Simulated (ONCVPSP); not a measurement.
magnesium (Mg): ONCV pseudisation with LDA (Perdew-Wang 92), scalar-relativistic reference atom.

ONCVPSP 4.0.1 input, shortened (lines: element, Z, core and valence counts, functional; n l f; lmax; l rc ep ncon nbas qcut; lloc lpopt rc5 dvloc0; l nproj debl; icmod fcfact rcfact), LDA (Perdew-Wang 92), scalar-relativistic:

```
  Mg 12.00    3    2  -001012      upf
    1    0    2.00
    2    0    2.00
    2    1    6.00
    3    0    1.50
    3    1    0.50
    2
    0    1.90    0.00    3    6    3.90
    1    2.35    0.00    4    8    3.70
    2    2.15    0.31    3    6    4.60
    4    5    1.70    2.00
    0    1    2.70
    1    2    3.60
    2    2    3.70
    3    2.75    1.05
```

All-electron outer shells of the reference configuration (LDA (PZ), scalar-relativistic, ld1.x):

```json
{"shell": "2s", "level (eV)": "-80.35", "outermost node (bohr)": "0.18", "outermost maximum (bohr)": "0.55"}
{"shell": "2p", "level (eV)": "-47.78", "outermost node (bohr)": "–", "outermost maximum (bohr)": "0.48"}
{"shell": "3s", "level (eV)": "-5.31", "outermost node (bohr)": "0.90", "outermost maximum (bohr)": "2.47"}
{"shell": "3p", "level (eV)": "-1.79", "outermost node (bohr)": "0.95", "outermost maximum (bohr)": "3.41"}
```

(1) Estimate the cutoffs (Ha) at which the residual kinetic energy of the hardest occupied pseudo-wave falls to 1 and 0.1 mHa per electron.

(2) Does the potential have ghost states?

(3) Which valence shell sets the plane-wave cutoff?

(4) Tests: 3s2 3p0; 3s1 3p0; 3s1.5 3p0; 3s0 3p1. Which has the largest error in its energy relative to the reference configuration, and how large is it?

## Answers

(1) 4.2 Ha and 5.7 Ha. The cutoffs count occupied waves only; projector 2 of the d channel, the hardest unoccupied one, needs 36 Ha at the loose tolerance.

(2) No bound ghost flagged; no localised positive-energy state flagged.

(3) 3s: 4 Ha for 1 mHa per electron, against 1 Ha for 3p.

(4) 3s0 3p1, with +56 meV (all-electron minus pseudo) on +10.73 eV.
